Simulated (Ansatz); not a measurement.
**Energy profile**

The step: SiHSF₃ ([F][Si]([F])([F])[SH]) + ZnHSF ([F][Zn][SH]) → ZnSiHS₂F₃ ([F][Si]([F])([F])[S][Zn][SH]) + HF; bonds formed: F2–H6, S7–Zn8; bonds broken: F2–Zn8, H6–S7 (atoms numbered as in the saddle structure below).

| atom | x (Å) | y (Å) | z (Å) |
| --- | --- | --- | --- |
| Si1 | -1.3060 | 1.2183 | -0.5156 |
| F2 | 1.9412 | -0.0710 | -0.8344 |
| F3 | -1.3181 | -0.2696 | -1.0495 |
| F4 | -2.6313 | 1.4611 | 0.2872 |
| F5 | -1.3033 | 2.1668 | -1.7648 |
| H6 | 1.2876 | 1.0244 | -0.3291 |
| S7 | 0.3539 | 1.5159 | 0.7223 |
| Zn8 | 1.0149 | -0.9379 | 0.5671 |
| S9 | 0.5996 | -2.6400 | 1.8271 |
| H10 | 1.3613 | -3.4678 | 1.0896 |

Electronic energies by CCSD(T) at an estimated basis limit (MP2 extrapolated from triple and quadruple zeta, plus CCSD(T) − MP2 in triple zeta), on PBE0-D4/def2-TZVP structures; ZnSiH$_{2}$S$_{2}$F$_{4}$, singlet; no counterpoise correction. Program: Ansatz 0.2.0. Basis: def2-TZVPP and def2-QZVPP. Cores are frozen in the correlated methods. The 3s and 3p shells of Cu and Zn are frozen; filled d shells are correlated. Extrapolation: Hartree–Fock as exp(−7.88 √X), correlation as X^−2.97.

Question: Give the profile in kJ/mol, counted from the separated reactants. (To be estimated.)

Answer: By the calculation:
```
                                                                                                                                                point  kJ/mol
separated: SiHSF$_{3}$ (linked as [F][Si]([F])([F])[SH]; Si1, F3, F4, F5, H6, S7; singlet) + ZnHSF (linked as [F][Zn][SH]; F2, Zn8, S9, H10; singlet)     0.0
                                                                                                                                      start structure   -32.5
                                                                                                                                               saddle   -13.4
                                                                                                                                        end structure   -70.7
           separated: ZnSiHS$_{2}$F$_{3}$ (linked as [F][Si]([F])([F])[S][Zn][SH]; Si1, F3, F4, F5, S7, Zn8, S9, H10; singlet) + HF (F2, H6; singlet)   -46.4
```
The saddle lies below the separated reactants: the barrier is submerged.

No T1 diagnostic of these runs exceeds 0.017.

For scale, one of the runs: CCSD(T)/def2-TZVPP, 342 basis functions, launched by `ansatz run in.yaml --threads 4 --pin off --events-out ev --progress --plain --max-ram 46080MiB --backend cuda --devices 0, --max-vram 37GiB`. Hardware: 4 CPU threads of an AMD EPYC 7R13 and a share of one NVIDIA H100, shared host. Wall time 18 s; peak host memory 0.9 GiB.
